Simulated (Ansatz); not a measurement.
Ansatz (a first-principles code) input:
A basis named .json is the Basis Set Exchange file of that set.

Ansatz 0.2 input:
```yaml
crystal:
  periodic: [false, false, false]
  atoms:
    - {symbol: S, position_ang: [1.27597533, 0.24842012, 0.25976651]}
    - {symbol: S, position_ang: [-0.39355019, -0.60101803, -0.17483554]}
    - {symbol: O, position_ang: [-1.61153506, 0.53086308, -0.17552847]}
    - {symbol: H, position_ang: [-1.22652171, 1.39466201, 0.04533221]}
basis:
  gaussian:
    orbitals: cc-pV_T+d_Z.json
    fitting: {mean_field: def2-universal-jkfit, correlation: cc-pVTZ-RIFIT.json}
magnetization: {spin_polarized: true, initial_magnetization: 1}
correlation: {method: mp2, electrons: outside_noble_gas}
```

Task: What final total energy does it print?

Result: -871.12247 Eh (RI-MP2/cc-pV(T+d)Z). The basis has 122 functions.

It need not be the lowest isomer of its formula.
